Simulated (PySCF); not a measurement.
**CdF: energy against distance**

Set-up: Cd cc-pVDZ-PP with ECP28, F cc-pVDZ; scalar-relativistic core potentials (PySCF 2.14). Energies in eV from Cd + F in their ground configurations at the same level. State: ²Σ⁺ (doublet), unpaired electrons σ ↑.

All columns are PBE0. A positive dipole means Cd(−)F(+).

```tsv
R (Å)	E (eV)	μ (D)	Mulliken charge on Cd (basis-dependent)	HOMO (eV)	LUMO (eV)	Mayer bond order	⟨S²⟩
1.709	-1.242	-1.82	0.49	-6.11	-3.14	0.88	0.75
1.788	-1.847	-2.24	0.49	-6.28	-3.35	0.88	0.75
1.868	-2.162	-2.62	0.48	-6.43	-3.53	0.88	0.75
1.927	-2.266	-2.88	0.48	-6.53	-3.66	0.88	0.75
1.987	-2.289	-3.13	0.47	-6.63	-3.78	0.88	0.75
2.047	-2.254	-3.35	0.47	-6.73	-3.89	0.88	0.75
2.126	-2.145	-3.61	0.46	-6.84	-4.03	0.88	0.76
2.225	-1.950	-3.86	0.44	-6.98	-4.17	0.86	0.76
2.345	-1.681	-4.03	0.42	-7.12	-4.30	0.83	0.76
2.504	-1.333	-4.06	0.38	-7.25	-4.43	0.75	0.77
```

A fit through these points gives, at Re = 1.978 Å, μ = -3.09 D and dμ/dR = -3.98 D/Å; the reduced mass is 16.28 u.

Question: How strong is the fundamental in the double-harmonic approximation, I = 42.26·(dμ/dR)²/μred km/mol?

Answer: I = 42.26·(-3.98)²/16.28 = 41.1 km/mol at PBE0.

Spin–orbit coupling is left out. The state was picked by a PBE0 search and need not be the measured ground state.
